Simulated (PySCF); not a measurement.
**Molecular orbitals of EuCl**

PBE at R = 2.552 Å; Eu x2c-SVPall, Cl x2c-SVPall; spin-free X2C with a Gaussian nucleus (PySCF 2.14). State: nonet, about 7.0 electrons in the 4f shell (Mulliken). Only the outer orbitals are listed, counted within each symmetry.

```tsv
spin	orbital	occ.	ε (eV)	on Eu (%)	main shells (%)
α	17σ	1	-3.58	100	68 Eu s, 24 Eu f
α	1φ	1	-3.54	100	100 Eu f
α	1φ	1	-3.54	100	100 Eu f
α	3δ	1	-3.48	100	100 Eu f
α	3δ	1	-3.48	100	100 Eu f
α	9π	1	-3.44	99	99 Eu f
α	9π	1	-3.44	99	99 Eu f
α	18σ	1	-3.37	98	74 Eu f, 15 Eu s
α	4δ	0	-1.72	100	100 Eu d
α	4δ	0	-1.72	100	100 Eu d
α	10π	0	-1.48	98	59 Eu d, 39 Eu p
β	17σ	0	-2.44	99	88 Eu s
β	3δ	0	-0.51	100	100 Eu d
β	3δ	0	-0.51	100	100 Eu d
```

Which are the highest filled and the lowest empty level, where do they sit, and how wide is the gap?

Highest filled α 18σ at -3.37 eV (in %: 74 Eu f, 15 Eu s); lowest empty β 17σ at -2.44 eV (in %: 88 Eu s); the gap at PBE is 0.93 eV.

```json
{
 "bond order (Mayer)": "1.20",
 "⟨S²⟩": "20.006",
 "charge on Eu (Mulliken, basis-dependent)": "0.33",
 "charge on Eu (Löwdin, basis-dependent)": "0.03",
 "dipole moment (positive dipole means Eu(−)Cl(+))": "-4.44 D",
 "polarisability along the bond": "110.2 bohr³",
 "polarisability across the bond": "130.7 bohr³"
}
```

Spin–orbit coupling is left out. With d or f electrons several states lie close, and the lowest PBE0 determinant need not be the measured ground state.
